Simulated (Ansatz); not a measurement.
A run on CH2ClF2NSi, SMILES `F/C=N/[SiH](F)Cl` with other settings.

```yaml
crystal:
  periodic: [false, false, false]
  atoms:
    - {symbol: F, position_ang: [-2.057587, -0.568365, 1.711443]}
    - {symbol: C, position_ang: [-0.998724, -0.367926, 1.323020]}
    - {symbol: N, position_ang: [-0.802601, -0.466501, 0.123960]}
    - {symbol: Si, position_ang: [0.764506, 0.103380, -0.938456]}
    - {symbol: F, position_ang: [1.931055, 0.501341, 0.009640]}
    - {symbol: Cl, position_ang: [0.420810, 1.681896, -2.178210]}
    - {symbol: H, position_ang: [-0.168379, 0.063713, 1.917958]}
    - {symbol: H, position_ang: [1.121882, -1.270990, -1.788417]}
basis:
  gaussian: {orbitals: def2-SVPD}
magnetization: {spin_polarized: true, initial_magnetization: 2}
hamiltonian: {xc: {name: r2SCAN0}}
output: {forces: true}
```

```sh
$ ansatz run in.yaml --threads 4 --pin off --events-out ev --progress --plain --max-ram 10444MiB
```

It prints (some lines left out):

```
Functional definition: r2SCAN0
1373 factors; their error is unknown
mean field evaluation 1: about -28359.1925 eV, gradient 4.5e1 eV
mean field evaluation 2: about -28266.0982 eV, gradient 1.2e2 eV
mean field evaluation 4: about -28370.4987 eV, gradient 1.3e1 eV
mean field evaluation 8: about -28371.4131 eV, gradient 3.2e-1 eV
mean field evaluation 16: about -28371.5980 eV, gradient 2.6e-2 eV
mean field -28371.59805239 eV, -1042.6369974656 hartree, gradient 2.5e-5 eV, S^2 2.010998; 4 other end points of the search recorded, 0 dependent functions left out
reference -28371.59807382 eV, -1042.6369982530 hartree; 33, 31 occupied and 120, 122 virtual orbitals, 1373 factors
Total energy: -28371.59807382 eV, -1042.6369982530 hartree
Atom 0 at    -2.057587    -0.568365     1.711443 Å, force   -14.421352    -1.854045     6.520917 eV/Å
Atom 1 at    -0.998724    -0.367926     1.323020 Å, force    11.330773     2.493883     3.850977 eV/Å
Atom 2 at    -0.802601    -0.466501     0.123960 Å, force     6.711717     0.086073   -11.128459 eV/Å
Atom 3 at     0.764506     0.103380    -0.938456 Å, force    -4.144643    -3.611619    -1.860478 eV/Å
Atom 4 at     1.931055     0.501341     0.009640 Å, force     1.373149     0.329806     1.650150 eV/Å
Atom 5 at     0.420810     1.681896    -2.178210 Å, force     0.081350     0.528335    -0.482967 eV/Å
Atom 6 at    -0.168379     0.063713     1.917958 Å, force    -0.489703    -0.151334     0.107516 eV/Å
Atom 7 at     1.121882    -1.270990    -1.788417 Å, force    -0.441290     2.178901     1.342344 eV/Å
Dipole moment:     0.077941    -0.083001     0.046179 e Å
```

It took 17 s on 4 threads of an Arm Neoverse V2 on a shared host, with 0.65 GiB of host memory at the peak.
